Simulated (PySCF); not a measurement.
# Correlation energy of He (helium, neutral)

1s2, closed-shell 1S. Calculation: PySCF 2.14, in cc-pVDZ (2s1p, 5 functions); no relativity, point nucleus. Frozen: nothing; 2 electrons correlated.

Total MP2 correlation energy: -25.83 mhartree.

Same-spin part 0.00 and opposite-spin part -25.83 mhartree; SCS-MP2 scales them by 1/3 and 6/5 to -30.99 mhartree.

With two correlated electrons CCSD is exact within the correlated space (frozen core and kept virtual orbitals).

| level | correlation energy (mhartree) |
| --- | --- |
| CCSD | -32.43 |

Diagnostics: T1 = 0.00055, D1 = 0.0008, largest double amplitude 0.065.

Cost of the coupled-cluster step: 0.02 s of wall time on 1 thread of Neoverse-V2 (shared host), for 2 correlated electrons.

Iterations:

```
CC2 = 0
CCSD nocc = 1, nmo = 5
frozen orbitals []
max_cycle = 100
direct = 0
conv_tol = 1e-08
conv_tol_normt = 1e-06
diis_space = 8
diis_start_cycle = 0
Init t2, MP2 energy = -2.88098881679414  E_corr(MP2) -0.0258283395514015
Init E_corr(CCSD) = -0.0258283395514015
cycle = 1  E_corr(CCSD) = -0.0310831659748589  dE = -0.00525482642  norm(t1,t2) = 0.0143304
cycle = 2  E_corr(CCSD) = -0.032151000740969  dE = -0.00106783477  norm(t1,t2) = 0.00312939
cycle = 3  E_corr(CCSD) = -0.0324375931067099  dE = -0.000286592366  norm(t1,t2) = 0.000716449
cycle = 4  E_corr(CCSD) = -0.0324343194212476  dE = 3.27368546e-06  norm(t1,t2) = 2.97053e-05
cycle = 5  E_corr(CCSD) = -0.0324343585099016  dE = -3.9088654e-08  norm(t1,t2) = 2.19239e-07
cycle = 6  E_corr(CCSD) = -0.03243435575578  dE = 2.75412163e-09  norm(t1,t2) = 1.17881e-08
CCSD converged
E(CCSD) = -2.887594832998521  E_corr = -0.03243435575577995
```
